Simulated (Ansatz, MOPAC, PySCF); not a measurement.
Pair of molecules: NH3 (SMILES N) (first 4 atoms) with C2H6 (SMILES CC); geometry from B3LYP-D3(BJ)/def2-TZVP.
(charge 0, multiplicity 1):
```xyz
12

N     -0.08577    -0.02006    -0.20176
H     -0.22693     0.47508    -1.07475
H      0.39151     0.61087     0.43176
H      0.54494    -0.79115    -0.38904
C     -0.60119    -0.60830     3.35713
C      0.46613     0.48277     3.34865
H     -0.93886    -0.83025     2.34397
H     -1.47170    -0.30193     3.94078
H     -0.21845    -1.53140     3.79774
H      1.34493     0.17453     2.77693
H      0.80454     0.72422     4.35839
H      0.08504     1.40434     2.90269
```

Counterpoise-corrected where a basis set is named; no monomer relaxation.

The state reached by PM6 isn't checked.

Codes used: Ansatz (an electronic-structure program) with Gaussian orbitals; MOPAC for PM6 (differences of heats of formation); PySCF for the dispersion terms. Each number belongs to the level named beside it.

**Question.** What is the computed interaction energy (r2SCAN-D4/def2-TZVPPD)?

**Answer.** -43 meV

**Question.** Give the interaction energy at the level PM6.

**Answer.** -18 meV

**Question.** What interaction energy does CAM-B3LYP-D3(BJ)/def2-TZVPPD give?

**Answer.** -47 meV
